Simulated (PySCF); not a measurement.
**CuH from Hartree–Fock to correlated methods**

State: ¹Σ⁺ (singlet), closed shell. Set-up: Cu def2-TZVPP, H def2-TZVPP; no relativity (PySCF 2.14). De refers to Cu (3d10 4s1) + H in their ground configurations, without counterpoise correction. A positive dipole means Cu(−)H(+).

| Level | Re (Å) | ωe (cm⁻¹) | De (eV) | μ (D) | CPU s a point (SCF and correlation, without the integrals) |
| --- | --- | --- | --- | --- | --- |
| RHF | 1.566 | 1654 | n/a | -4.21 | 0.31 |
| RHF-MP2 | 1.433 | 2047 | n/a | n/a | 0.47 |
| RHF-SCS-MP2 | 1.452 | 1962 | n/a | n/a | n/a |
| RHF-CCSD | 1.480 | 1830 | 2.60 | n/a | n/a |
| RHF-CCSD(T) | 1.467 | 1870 | 2.69 | n/a | 13 |
| PBE | 1.470 | 1907 | 2.78 | -2.22 | 0.85 |
| r²SCAN | 1.457 | 1968 | 2.81 | -2.51 | 1.2 |
| B3LYP | 1.478 | 1873 | 2.70 | -2.55 | 1.3 |
| PBE0 | 1.481 | 1874 | 2.57 | -2.76 | 2.1 |
| r²SCAN0 | 1.471 | 1909 | 2.61 | -2.92 | 1.4 |
| MN15 | 1.486 | 1862 | 2.67 | -2.95 | 1.5 |
| BHandHLYP | 1.497 | 1821 | 2.47 | -3.16 | 0.9 |
| LC-ωPBE | 1.476 | 1950 | 2.63 | -3.18 | 1.5 |

Q: Which functional lies closest to RHF-CCSD(T) in De, which farthest, and by how much do they differ from it?

A: Closest is B3LYP (+1.1 pm in Re, +0.2 % in ωe, +0.01 eV in De against RHF-CCSD(T) in the same basis), farthest BHandHLYP (+3.0 pm in Re, -2.6 % in ωe, -0.22 eV in De). CCSD(T) converges more slowly with the basis than the functionals do and binds too weakly in this one, so the order can change at the basis-set limit.

Q: What does a quarter of exact exchange do here, going from r²SCAN to r²SCAN0?

A: r²SCAN0 less r²SCAN: +1.4 pm in Re, -3.0 % in ωe, -0.20 eV in De. Exact exchange removes part of the self-interaction that spreads semilocal densities, and in most molecules shortens and stiffens the bond and lowers De; here Re and ωe go the other way.

Q: What does second-order correlation do here, going from RHF to RHF-MP2?

A: RHF-MP2 less RHF: -13.3 pm in Re, +23.8 % in ωe. Correlation nearly always deepens the well. The bond shortens, as in weak, metallic or heavy-atom bonds, where dispersion and the correlation of outer-core electrons pull the atoms together.

Correlated steps freeze 5 core orbitals. Where the molecule has an RHF reference, its open-shell atoms are computed with UHF. The CCSD T1 diagnostic is raised, a sign that a single reference may not be enough here.

The whole job (state search and all levels along the bond) took about 5 min on 1 thread of Intel Xeon Platinum 8488C (shared host), peak memory 1.7 GiB.
